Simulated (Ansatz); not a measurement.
In(PH3)F3 (InPH₃F₃). The state is a singlet with charge 0. Geometry r2SCAN-D4/def2-SVP.

| atom | x (Å) | y (Å) | z (Å) |
| --- | --- | --- | --- |
| F1 | -1.606 | 2.084 | -0.185 |
| F2 | -1.826 | -0.615 | 1.803 |
| F3 | -1.906 | -0.978 | -1.533 |
| In4 | -1.509 | 0.140 | 0.025 |
| P5 | 1.216 | -0.111 | -0.019 |
| H6 | 1.968 | 0.621 | 0.932 |
| H7 | 1.897 | 0.261 | -1.203 |
| H8 | 1.766 | -1.401 | 0.181 |

In the def2 sets In takes a core potential; there is no spin–orbit coupling. LC-ωPBE has ω = 0.4 bohr⁻¹.

(1) Estimate the orbital energies around the gap (eV) in Ansatz with PBE-D4/def2-SVP, PBE-D4/def2-TZVP, r2SCAN-D4/def2-TZVP, PBE0-D4/def2-TZVP, LC-ωPBE/def2-TZVP.

Answers

(1) 
```json
{"orbital": "HOMO−5", "PBE-D4/def2-SVP": "-7.73", "PBE-D4/def2-TZVP": "-8.27", "r2SCAN-D4/def2-TZVP": "-8.72", "PBE0-D4/def2-TZVP": "-10.29", "LC-ωPBE/def2-TZVP": "-13.20"}
{"orbital": "HOMO−4", "PBE-D4/def2-SVP": "-7.69", "PBE-D4/def2-TZVP": "-8.27", "r2SCAN-D4/def2-TZVP": "-8.72", "PBE0-D4/def2-TZVP": "-10.29", "LC-ωPBE/def2-TZVP": "-13.20"}
{"orbital": "HOMO−3", "PBE-D4/def2-SVP": "-7.69", "PBE-D4/def2-TZVP": "-8.22", "r2SCAN-D4/def2-TZVP": "-8.69", "PBE0-D4/def2-TZVP": "-10.26", "LC-ωPBE/def2-TZVP": "-13.16"}
{"orbital": "HOMO−2", "PBE-D4/def2-SVP": "-7.66", "PBE-D4/def2-TZVP": "-8.15", "r2SCAN-D4/def2-TZVP": "-8.59", "PBE0-D4/def2-TZVP": "-10.11", "LC-ωPBE/def2-TZVP": "-12.95"}
{"orbital": "HOMO−1", "PBE-D4/def2-SVP": "-7.66", "PBE-D4/def2-TZVP": "-8.15", "r2SCAN-D4/def2-TZVP": "-8.59", "PBE0-D4/def2-TZVP": "-10.11", "LC-ωPBE/def2-TZVP": "-12.95"}
{"orbital": "HOMO", "PBE-D4/def2-SVP": "-7.62", "PBE-D4/def2-TZVP": "-8.14", "r2SCAN-D4/def2-TZVP": "-8.53", "PBE0-D4/def2-TZVP": "-9.76", "LC-ωPBE/def2-TZVP": "-12.42"}
{"orbital": "LUMO", "PBE-D4/def2-SVP": "-2.65", "PBE-D4/def2-TZVP": "-3.00", "r2SCAN-D4/def2-TZVP": "-2.72", "PBE0-D4/def2-TZVP": "-2.05", "LC-ωPBE/def2-TZVP": "0.28"}
{"orbital": "LUMO+1", "PBE-D4/def2-SVP": "-1.55", "PBE-D4/def2-TZVP": "-1.95", "r2SCAN-D4/def2-TZVP": "-1.72", "PBE0-D4/def2-TZVP": "-1.08", "LC-ωPBE/def2-TZVP": "1.20"}
{"orbital": "LUMO+2", "PBE-D4/def2-SVP": "-1.54", "PBE-D4/def2-TZVP": "-1.95", "r2SCAN-D4/def2-TZVP": "-1.72", "PBE0-D4/def2-TZVP": "-1.08", "LC-ωPBE/def2-TZVP": "1.20"}
{"orbital": "LUMO+3", "PBE-D4/def2-SVP": "-0.74", "PBE-D4/def2-TZVP": "-1.04", "r2SCAN-D4/def2-TZVP": "-0.46", "PBE0-D4/def2-TZVP": "-0.25", "LC-ωPBE/def2-TZVP": "1.72"}
{"orbital": "LUMO+4", "PBE-D4/def2-SVP": "0.64", "PBE-D4/def2-TZVP": "-0.10", "r2SCAN-D4/def2-TZVP": "0.29", "PBE0-D4/def2-TZVP": "0.76", "LC-ωPBE/def2-TZVP": "2.68"}
{"orbital": "LUMO+5", "PBE-D4/def2-SVP": "1.23", "PBE-D4/def2-TZVP": "0.48", "r2SCAN-D4/def2-TZVP": "1.06", "PBE0-D4/def2-TZVP": "1.15", "LC-ωPBE/def2-TZVP": "2.68"}
```
